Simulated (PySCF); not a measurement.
A calculated (LDA, PySCF 2.14, x2c-TZVPPall, the spin-free X2C one-electron Hamiltonian (Gaussian nucleus)) atom or ion has these occupied shells.

| shell | electrons | orbital energy (eV) | rms radius, mean of both spins (bohr) |
| --- | --- | --- | --- |
| 1s | 2 | -4414.5 | 0.0845 |
| 2s | 2 | -506.10 | 0.374 |
| 2p | 6 | -421.20 | 0.342 |
| 3s | 2 | -86.208 | 1.13 |
| 3p | 6 | -64.642 | 1.22 |

Q: Name the element and its charge.

A: Sc³⁺ (scandium, charge +3), in [Ar], closed-shell 1S.
